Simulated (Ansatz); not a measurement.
`C[Se][SiH2]F` and `CO[SiH2][Se]C` differ in one atom or group.

Ansatz, PBE0-D4/def2-TZVP geometries, multiplicity 1. Each molecule was computed in one conformer, which needn't be the lowest.

Scalar relativity is left out up to krypton. Spin–orbit coupling is left out; it splits and shifts lone-pair levels of the heavy atoms by tenths of an eV.

| property | `C[Se][SiH2]F` |
| --- | --- |
| HOMO energy (ωB97M-V/def2-TZVPP) / eV | -8.97 |
| HOMO energy (PBE0/def2-TZVPP) / eV | -6.81 |
| HOMO energy (B3LYP/def2-TZVPP) / eV | -6.58 |
| LUMO energy (ωB97M-V/def2-TZVPP) / eV | 1.13 |
| size of the dipole moment (B3LYP/def2-TZVPP) / D | 2.49 |
| HOMO–LUMO gap (ωB97M-V/def2-TZVPP) / eV | 10.10 |

Task: Give the same properties after the change, and the shifts. (Estimate.)

Result: Computed: 
| property | `CO[SiH2][Se]C` | shift |
| --- | --- | --- |
| HOMO energy (ωB97M-V/def2-TZVPP) / eV | -8.89 | 0.08 |
| HOMO energy (PBE0/def2-TZVPP) / eV | -6.72 | 0.09 |
| HOMO energy (B3LYP/def2-TZVPP) / eV | -6.48 | 0.10 |
| LUMO energy (ωB97M-V/def2-TZVPP) / eV | 1.86 | 0.73 |
| size of the dipole moment (B3LYP/def2-TZVPP) / D | 2.19 | -0.30 |
| HOMO–LUMO gap (ωB97M-V/def2-TZVPP) / eV | 10.75 | 0.65 |

With PBE0 the HOMO rises by 0.09 eV and the LUMO rises by 0.72 eV, so the gap widens by about 0.63 eV. PBE moves the HOMO by 0.07 eV and ωB97M-V by 0.08 eV. Dipoles are sizes alone; their direction can turn.

Positive LUMOs are unbound, so they and the gaps depend on the basis.

B3LYP here is the variant with VWN-RPA as its local correlation; programs differ in this.
